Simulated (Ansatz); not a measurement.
Stepwise reaction of `O[Si@H](Cl)[Si@H](F)Cl` with water, as a gas-phase model of exchange steps in deposition or etching. ΔE in kJ/mol; ΔG adds harmonic PBE0-D4 terms to CCSD(T)/CBS, at 1 bar.

Isolated molecules relaxed with PBE0-D4/def2-TZVP in Ansatz; ΔE leaves out vibrations. CBS: MP2 limit from def2 TZ/QZ plus the TZ coupled-cluster correction, frozen cores. This one scheme is used for every species. DFT in def2-TZVPP. B3LYP here is the variant with VWN-RPA as its local correlation; programs differ in this. Each species was taken in one conformer, which may not be the lowest.

```csv
step,reaction,PBE-D4,B3LYP-D4,ωB97M-V,CCSD(T)/CBS,ΔG(400 K)
1,`O[Si@H](Cl)[Si@H](F)Cl` + H₂O → `O[Si@H](Cl)[Si@@H](O)F` + HCl,0.2,-6.0,-5.3,-3.0,-5.6
```

Problem. Give the row of step 2, `O[Si@H](Cl)[Si@@H](O)F` + H₂O → `O[SiH](O)[SiH](O)F` + HCl. (Estimate.)

Solution. The calculation gave: 
```json
{"step": "2", "reaction": "`O[Si@H](Cl)[Si@@H](O)F` + H₂O → `O[SiH](O)[SiH](O)F` + HCl", "PBE-D4": "7.9", "B3LYP-D4": "0.7", "ωB97M-V": "0.8", "CCSD(T)/CBS": "3.1", "ΔG(400 K)": "0.3"}
```

Problem. By hand: ΔE of the 2 steps together at CCSD(T)/CBS.

Solution. (-3.0) + (3.1) = 0.1 kJ/mol, or 0.1 kJ/mol a step.

In ΔE each step is higher than the one before. ΔG lies between -5.6 and 0.3 kJ/mol a step. PBE-D4 differs from CCSD(T)/CBS by 3.2 to 4.8 kJ/mol a step. Only this route is followed, and other bonds may react first. Isolated molecules leave out the surface, adducts and barriers. Largest T1 diagnostic: 0.013.
